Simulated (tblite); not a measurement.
Input of a run (GFN2-xTB geometry optimisation, gas phase (tblite 0.8.0)), started from a force field or distance geometry:
```
{"job": {"kind": "relax", "xc": "GFN2-xTB", "basis": "xTB"}, "charge": 0, "multiplicity": 1}
C      4.205800     1.129800     0.350100
N      3.472000     0.127300     0.664100
Si     2.140100    -0.519600    -0.251500
C      0.541900    -0.006100     0.610200
C     -0.621600    -0.793900     0.127700
C     -0.574600    -2.267100     0.272600
C     -1.686500    -0.248700    -0.451400
S     -1.911800     1.493300    -0.709600
C     -3.668800     1.955400    -0.537300
H      4.038600     1.710700    -0.551700
H      4.996700     1.394300     1.047100
H      2.226600    -1.998400    -0.157700
H      2.088000    -0.108100    -1.640500
H      0.691500    -0.263000     1.690500
H      0.413300     1.081000     0.467900
H     -0.406100    -2.510600     1.367000
H      0.221800    -2.634900    -0.387100
H     -1.528100    -2.738200    -0.098200
H     -2.486100    -0.913900    -0.772300
H     -4.224000     1.826500    -1.469400
H     -3.785800     3.002300    -0.191900
H     -4.153300     1.301200     0.219900
```

Output (eV, eV/Å):
```
step      E/eV     max force
  0    -743.10411    2.251
  1    -743.24385    2.165
  2    -743.32032    0.783
  3    -743.36678    0.503
  4    -743.42246    0.433
  5    -743.43806    0.397
  6    -743.45968    0.316
  7    -743.47574    0.370
  8    -743.49281    0.336
  9    -743.50500    0.291
 10    -743.51540    0.216
 11    -743.52503    0.235
 12    -743.53480    0.287
 13    -743.54347    0.207
 14    -743.55109    0.207
 15    -743.55895    0.209
 16    -743.56683    0.248
 17    -743.57278    0.186
 18    -743.57654    0.111
 19    -743.57918    0.127
 20    -743.58159    0.120
 21    -743.58402    0.114
 22    -743.58655    0.106
 23    -743.58954    0.163
 24    -743.59333    0.222
 25    -743.59740    0.193
 26    -743.60068    0.131
 27    -743.60300    0.102
 28    -743.60503    0.117
 29    -743.60704    0.134
 30    -743.60853    0.082
 31    -743.60936    0.064
 32    -743.60993    0.053
 33    -743.61062    0.091
 34    -743.61147    0.094
 35    -743.61229    0.063
 36    -743.61290    0.058
 37    -743.61343    0.056
 38    -743.61405    0.088
 39    -743.61480    0.089
 40    -743.61558    0.070
 41    -743.61632    0.063
 42    -743.61701    0.075
 43    -743.61773    0.102
 44    -743.61851    0.097
 45    -743.61927    0.059
 46    -743.62000    0.063
 47    -743.62075    0.069
 48    -743.62151    0.094
 49    -743.62225    0.083
 50    -743.62301    0.066
 51    -743.62382    0.065
 52    -743.62466    0.078
 53    -743.62555    0.104
 54    -743.62652    0.100
 55    -743.62762    0.090
 56    -743.62858    0.091
 57    -743.62962    0.085
 58    -743.63042    0.064
 59    -743.63156    0.062
 60    -743.63231    0.074
 61    -743.63383    0.085
 62    -743.63495    0.067
 63    -743.63590    0.054
 64    -743.63653    0.063
 65    -743.63701    0.066
 66    -743.63758    0.061
 67    -743.63806    0.047
 68    -743.63869    0.047
 69    -743.63891    0.038
 70    -743.63919    0.032
 71    -743.63934    0.037
 72    -743.63958    0.042
 73    -743.63984    0.047
 74    -743.64009    0.036
 75    -743.64027    0.027
 76    -743.64042    0.024
 77    -743.64058    0.028
 78    -743.64072    0.027
 79    -743.64085    0.028
 80    -743.64100    0.036
 81    -743.64118    0.046
 82    -743.64142    0.049
 83    -743.64167    0.037
 84    -743.64191    0.032
 85    -743.64212    0.038
 86    -743.64232    0.038
 87    -743.64250    0.031
 88    -743.64264    0.025
 89    -743.64275    0.026
 90    -743.64289    0.034
 91    -743.64308    0.033
 92    -743.64329    0.033
 93    -743.64348    0.033
 94    -743.64366    0.032
 95    -743.64388    0.044
 96    -743.64418    0.051
 97    -743.64461    0.073
 98    -743.64520    0.075
 99    -743.64599    0.091
100    -743.64700    0.074
101    -743.64806    0.103
102    -743.64938    0.083
103    -743.65044    0.094
104    -743.65156    0.075
105    -743.65214    0.112
106    -743.65276    0.061
107    -743.65312    0.061
108    -743.65348    0.060
109    -743.65379    0.039
110    -743.65409    0.046
111    -743.65442    0.037
112    -743.65465    0.028
113    -743.65480    0.023
114    -743.65488    0.015
115    -743.65492    0.014
116    -743.65497    0.016
117    -743.65502    0.020
118    -743.65510    0.019
119    -743.65520    0.022
120    -743.65532    0.024
121    -743.65544    0.028
122    -743.65554    0.028
123    -743.65562    0.020
124    -743.65567    0.013
125    -743.65570    0.009
```

Problem. Summarise the run.

Solution. The energy falls by 0.552 eV over 125 L-BFGS steps, the largest force on an atom goes from 2.25 to 0.009 eV/Å, and the atoms move by 0.481 Å rms after alignment. The bond that changes most is C6–H16 (allylic carbon to methyl hydrogen), which shortens by 0.044 Å. Bonds longer at the end by more than 0.005 Å: 4 of 21; shorter: 14. Among the angles that change most is C7–S8–C9, from 110.9° to 99.1°. Among the dihedrals that turn most is C7–S8–C9–H21, from 151° to -177°. The energy never rose by more than 1e-5 eV on the way. The first step brought 25 % of the lowering.

Problem. What are the final bond lengths?

Solution. C1=N2 1.247 Å, N2–Si3 1.720 Å, Si3–C4 1.911 Å, C4–C5 1.484 Å, C5–C6 1.498 Å, C5=C7 1.331 Å, C7–S8 1.764 Å, S8–C9 1.818 Å, C1–H10 1.094 Å, C1–H11 1.088 Å, Si3–H12 1.465 Å, Si3–H13 1.466 Å, C4–H14 1.090 Å, C4–H15 1.091 Å, C6–H16 1.090 Å, C6–H17 1.089 Å, C6–H18 1.087 Å, C7–H19 1.078 Å, C9–H20 1.086 Å, C9–H21 1.085 Å, C9–H22 1.086 Å. Numbering counts from 1 in the input's order; the species is `C=N[SiH2]C/C(C)=C\SC`.

The run took 4.7 s of wall time on one thread, Intel Xeon at 2.50 GHz (x86_64), shared host with 64 logical CPUs at a one-minute load of 63.

Its GFN2-xTB frequencies are all real (lowest 23 cm⁻¹). One conformer, not necessarily the lowest. 3 starts were optimised and ended at 0.00, 0.27 and 0.53 kcal/mol (GFN2-xTB); the lowest of these is shown.

These are computed values.
